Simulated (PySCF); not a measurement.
Diatomic cations of Na with the second period

CCSD(T) with double-zeta basis sets in PySCF, for the lowest determinant that a PBE0 search found; no spin–orbit coupling. De refers to high-spin ground-configuration atoms (the charge goes to the atom of lower measured ionisation energy or higher electron affinity, which is not always the lowest computed limit).

```tsv
M	basis	reference, frozen orbitals	charged atom	state (unpaired electrons)	Re (Å)	ωe (cm⁻¹)	De (eV)
Li	aug-pcseg-1	UHF, 1	Na+	doublet (σ ↑)	3.450	182	0.85
Be	cc-pVDZ	RHF, 1	Na+	singlet (closed shell)	3.054	183	0.32
B	aug-pcseg-1	UHF, 2	Na+	doublet (σ ↑)	3.007	172	0.48
C	aug-cc-pVDZ	UHF, 2	Na+	triplet (σ ↑, π ↑)	2.794	163	0.26
N	def2-SVP	UHF, 2	Na+	quartet (σ ↑, π ↑↑)	2.721	136	0.15
F	def2-SVP	UHF, 2	Na+	doublet (π ↑)	2.470	150	0.24
```

The shortest bond is that of NaF⁺ (2.470 Å), the longest that of NaLi⁺ (3.450 Å).

The rows differ in basis set, which adds steps of its own.

The state changes along the series, so neighbouring rows are not always alike in their bonding.

Correlated steps freeze the inner cores (1 to 2 orbitals); shallow outer-core shells are correlated. Weak bonds: NaBe⁺, NaB⁺, NaC⁺, NaF⁺, NaN⁺. Basis-set superposition, not corrected here, can be much of De in a small basis, most of all at correlated wavefunction levels. For an ion De counts to the pair picked by the measured ionisation energies or electron affinities, which need not be the lowest pair at this level. States were picked by a PBE0 search and need not be the measured ground states.
